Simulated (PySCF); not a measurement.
trisilane (H₈Si₃), singlet, at a GFN2-xTB geometry; MP2/def2-SVP in PySCF.

The PySCF input:
```python
from pyscf import gto, scf, mp

mol = gto.M(
    atom='''
Si    1.844323    0.778602   -0.041103
Si    0.163799   -0.812020   -0.094237
Si   -1.998095   -0.016290    0.129572
H     3.198796    0.232124   -0.151941
H     1.703769    1.747952   -1.131539
H     1.815066    1.551127    1.204275
H     0.419338   -1.825222    0.945023
H     0.269591   -1.590086   -1.341379
H    -2.322061    0.962262   -0.912589
H    -2.190940    0.667155    1.411818
H    -3.033939   -1.049390    0.057095
''',
    basis='def2-svp',
    charge=0,
    spin=0,
    verbose=4,
    max_memory=1800,
)

mf = scf.RHF(mol)
mf.kernel()

pt = mp.MP2(mf, frozen=15)
pt.kernel()
print('E(MP2) = %.10f' % pt.e_tot)
```

Output, abridged:

```
PySCF version 2.14.0

[INPUT] verbose = 4
[INPUT] num. atoms = 11
[INPUT] num. electrons = 50
[INPUT] charge = 0
[INPUT] spin (= nelec alpha-beta = 2S) = 0
[INPUT] symmetry False subgroup None
[INPUT] Mole.unit = angstrom
[INPUT] Symbol           X                Y                Z      unit          X                Y                Z       unit  Magmom
[INPUT]  1 Si     1.844323000000   0.778602000000  -0.041103000000 AA    3.485265355236   1.471344540039  -0.077673412898 Bohr   0.0
[INPUT]  2 Si     0.163799000000  -0.812020000000  -0.094237000000 AA    0.309535249478  -1.534495407669  -0.178082120801 Bohr   0.0
[INPUT]  3 Si    -1.998095000000  -0.016290000000   0.129572000000 AA   -3.775852320863  -0.030783638569   0.244855593412 Bohr   0.0
[INPUT]  4 H      3.198796000000   0.232124000000  -0.151941000000 AA    6.044848368354   0.438650786939  -0.287126877093 Bohr   0.0
[INPUT]  5 H      1.703769000000   1.747952000000  -1.131539000000 AA    3.219656789524   3.303150558886  -2.138298809264 Bohr   0.0
[INPUT]  6 H      1.815066000000   1.551127000000   1.204275000000 AA    3.429977638010   2.931205214418   2.275749928661 Bohr   0.0
[INPUT]  7 H      0.419338000000  -1.825222000000   0.945023000000 AA    0.792433973623  -3.449169696531   1.785834651415 Bohr   0.0
[INPUT]  8 H      0.269591000000  -1.590086000000  -1.341379000000 AA    0.509453155648  -3.004827054505  -2.534838939243 Bohr   0.0
[INPUT]  9 H     -2.322061000000   0.962262000000  -0.912589000000 AA   -4.388059334534   1.818411640076  -1.724543274291 Bohr   0.0
[INPUT] 10 H     -2.190940000000   0.667155000000   1.411818000000 AA   -4.140276555355   1.260740232634   2.667949357731 Bohr   0.0
[INPUT] 11 H     -3.033939000000  -1.049390000000   0.057095000000 AA   -5.733313788637  -1.983059697857   0.107893913082 Bohr   0.0

nuclear repulsion = 193.831421801234
number of shells = 48
number of NR pGTOs = 164
number of NR cGTOs = 94
basis = def2-svp
ecp = {}

******** <class 'pyscf.scf.hf.RHF'> ********
method = RHF
initial guess = minao
damping factor = 0
level_shift factor = 0
DIIS = <class 'pyscf.scf.diis.CDIIS'>
diis_start_cycle = 1
diis_space = 8
diis_damp = 0
SCF conv_tol = 1e-09
SCF conv_tol_grad = None
SCF max_cycles = 50
direct_scf = True
direct_scf_tol = 1e-13
Set gradient conv threshold to 3.16228e-05
Initial guess from minao.
init E= -870.747902847103
  HOMO = -0.292857225263248  LUMO = 0.0657222302905969  gap/eV = 9.75744
cycle= 1 E= -871.115606020112  delta_E= -0.368  |g|= 0.28  |ddm|= 2.71
  HOMO = -0.422325904194094  LUMO = 0.0827071964315915  gap/eV = 13.74265
cycle= 2 E= -871.156375075559  delta_E= -0.0408  |g|= 0.076  |ddm|= 0.393
  HOMO = -0.391917747021757  LUMO = 0.115573034286931  gap/eV = 13.80953
cycle= 3 E= -871.16012752771  delta_E= -0.00375  |g|= 0.0225  |ddm|= 0.155
  HOMO = -0.403067900717172  LUMO = 0.110253670989461  gap/eV = 13.96819
cycle= 4 E= -871.160454541262  delta_E= -0.000327  |g|= 0.0034  |ddm|= 0.0442
  HOMO = -0.403663977397403  LUMO = 0.110084031961285  gap/eV = 13.97980
cycle= 5 E= -871.160465358934  delta_E= -1.08e-05  |g|= 0.000751  |ddm|= 0.0103
  HOMO = -0.403788410502349  LUMO = 0.110090547677709  gap/eV = 13.98336
cycle= 6 E= -871.160465890055  delta_E= -5.31e-07  |g|= 0.000126  |ddm|= 0.00265
  HOMO = -0.403786485897587  LUMO = 0.110104569332102  gap/eV = 13.98369
cycle= 7 E= -871.160465905684  delta_E= -1.56e-08  |g|= 2.14e-05  |ddm|= 0.0005
  HOMO = -0.403787037258516  LUMO = 0.110104907126836  gap/eV = 13.98371
cycle= 8 E= -871.160465906123  delta_E= -4.39e-10  |g|= 4.87e-06  |ddm|= 8.27e-05
  HOMO = -0.403786946278786  LUMO = 0.110104841053603  gap/eV = 13.98371
Extra cycle  E= -871.160465906142  delta_E= -1.91e-11  |g|= 1.99e-06  |ddm|= 1.49e-05
converged SCF energy = -871.160465906142

******** <class 'pyscf.mp.mp2.RMP2'> ********
nocc = 10, nmo = 79
frozen orbitals 15
E(RMP2) = -871.472750574396  E_corr = -0.312284668254132
E(SCS-RMP2) = -871.495765069012  E_corr = -0.335299162870155
E_corr(same-spin) = -0.0455105065786197
E_corr(oppo-spin) = -0.266774161675512
E(MP2) = -871.4727505744
```
